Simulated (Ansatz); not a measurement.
Basis sets compared for (Me)3Sn-O-SiH3 (C₃H₁₂OSiSn). The state is a singlet with charge 0. Geometry r2SCAN-D4/def2-SVP. Ansatz on 4 threads of Arm Neoverse V1 on a shared host; times are rough, and most runs start from earlier orbitals.

```csv
atom,x (Å),y (Å),z (Å)
C1,0.994,1.947,-0.812
C2,1.720,-1.579,-1.048
C3,0.479,-0.186,2.043
O4,-1.301,-0.429,-0.752
Si5,-2.817,-0.166,-0.172
Sn6,0.562,-0.038,-0.105
H7,0.322,2.669,-0.326
H8,2.035,2.222,-0.588
H9,0.838,1.988,-1.899
H10,2.788,-1.471,-0.809
H11,1.372,-2.562,-0.700
H12,1.586,-1.519,-2.137
H13,0.115,-1.181,2.337
H14,-0.202,0.577,2.448
H15,1.480,-0.031,2.473
H16,-3.082,1.290,0.088
H17,-3.826,-0.647,-1.163
H18,-3.063,-0.885,1.123
```

In the def2 sets Sn takes a core potential; there is no spin–orbit coupling. Another isomer (singlet) lies 0.54 eV lower at PBE0-D4/def2-TZVP; other spin states weren't run for this one.

Binding counts from free atoms (C triplet, O triplet, Si triplet, Sn triplet, H doublet) in the same basis, without a counterpoise term.

| level | functions | energy (Eh) | HOMO (eV) | LUMO (eV) | binding per atom (eV) | wall time |
| --- | --- | --- | --- | --- | --- | --- |
| PBE-D4/def2-SVP | 160 | -699.9494 | -6.11 | -0.52 | 3.67 | 2.1 s |
| PBE0-D4/def2-SVP | 160 | -700.0216 | -7.56 | 0.41 | 3.64 | 3.2 s |

(1) Estimate the rows for PBE-D4/def2-TZVP (with forces), PBE0-D4/def2-TZVP.

## Answers

(1) 
```json
{"level": "PBE-D4/def2-TZVP (with forces)", "functions": "283", "energy (Eh)": "-700.3013", "HOMO (eV)": "-6.30", "LUMO (eV)": "-0.91", "binding per atom (eV)": "3.68", "wall time": "4.8 s"}
{"level": "PBE0-D4/def2-TZVP", "functions": "283", "energy (Eh)": "-700.3662", "HOMO (eV)": "-7.67", "LUMO (eV)": "-0.02", "binding per atom (eV)": "3.64", "wall time": "7 s"}
```
